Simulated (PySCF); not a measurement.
Species: C₃H₁₁PSi.
SMILES: `C[Si](C)(C)P`

Jobs on this species (16 atoms, 58 electrons) with PySCF (density fitting). Hardware of each: Arm Neoverse V2, one thread, shared host. Times come from a shared host and carry two figures at best. Peak memory is the resident size of the whole Python process, interpreter and libraries included.

**Question.** Rank these jobs by wall time, shortest first.
A. PBE0/def2-SVPD; 6 singlets by full TDDFT, polarisability, dynamic polarisability; 196 basis functions
B. PBE0-D3(BJ)/def2-SVP, grid level 1; geometry optimisation from a GFN2-xTB start shaken at random; 133 basis functions
C. PBE0/pcSseg-1, IEF-PCM tetrahydrofuran; shieldings; 154 basis functions

**Answer.** C (11 s), A (21 s), B (55 s).

All jobs:

```tsv
level and settings	work	basis functions	SCF cycles	wall time	peak memory
BHandHLYP/aug-pcX-1 (pcseg-1 on H, def2-SVPD on P, def2-SVPD on Si)	K-edge TDA, 16 lines	202	11	9.5 s	0.94 GiB
PBE0/pcSseg-1, IEF-PCM tetrahydrofuran	shieldings	154	12	11 s	1.0 GiB
PBE0/pcSseg-1, IEF-PCM chloroform	shieldings, charges and field gradients	154	12	13 s	1.0 GiB
PBE0/def2-SVPD, IEF-PCM chloroform	6 singlets by full TDDFT, polarisability	196	12	18 s	0.96 GiB
PBE0/def2-SVPD, IEF-PCM tetrahydrofuran	6 singlets by full TDDFT, polarisability	196	12	18 s	0.97 GiB
PBE0/def2-SVPD	6 singlets by full TDDFT, polarisability, dynamic polarisability	196	12	21 s	0.91 GiB
PBE0-D3(BJ)/def2-SVP, grid level 1	geometry optimisation from a GFN2-xTB start shaken at random	133	57	55 s	0.59 GiB
```

**Question.** What do all jobs in the table cost together?

**Answer.** About 2.4 min; the longest takes about 38 % of that, and about 5.8 times as long as the shortest.
